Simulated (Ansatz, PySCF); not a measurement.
BiF2, SMILES [F][Bi+][F] (connectivity only; charge and spin as stated), charge +1, multiplicity 1.

The structure is a stationary point at PBE0-D3(BJ)/def2-TZVP. The spin state was assumed, not searched. The isomer is the one that the SMILES or the coordinates give; other isomers of the formula were not compared. The def2 effective core potentials stand for the cores of Bi; spin–orbit coupling is left out.

Vertical ionisation energy (IE) and electron affinity (EA) in eV. Rows of orbital energies are one-electron estimates. Where ΔSCF, EOM or ADC give a negative EA the extra electron is unbound and the value depends on the basis.

| level | IE | EA |
|---|---|---|
| −ε(HOMO), −ε(LUMO), ωB97X/def2-TZVPD (PySCF) | 19.44 | 8.62 |
| −ε(HOMO), −ε(LUMO), PBE/def2-TZVPD (PySCF) | ? | ? |
| ΔSCF, CAM-B3LYP/def2-TZVPD (Ansatz), final states of multiplicity 2 and 2 | 19.92 | 8.48 |
| ΔSCF, PBE/def2-TZVPD (Ansatz), final states of multiplicity 2 and 2 | 19.39 | 8.10 |

### Question
What belongs in the gaps? (An estimate is asked for; the answer gives what the named calculation found.)

### Answer

- −ε(HOMO), −ε(LUMO), PBE/def2-TZVPD (PySCF), IE: 15.54
- −ε(HOMO), −ε(LUMO), PBE/def2-TZVPD (PySCF), EA: 11.38

### Question
What vertical singlet–triplet gap does ΔSCF give with CAM-B3LYP/def2-TZVPD (Ansatz, a quantum-chemistry and plane-wave program) and with PBE/def2-TZVPD (Ansatz)? (Estimate from the structure and the level; the computed values follow.)

### Answer
4.44 and 4.31 eV (triplet above singlet where positive).
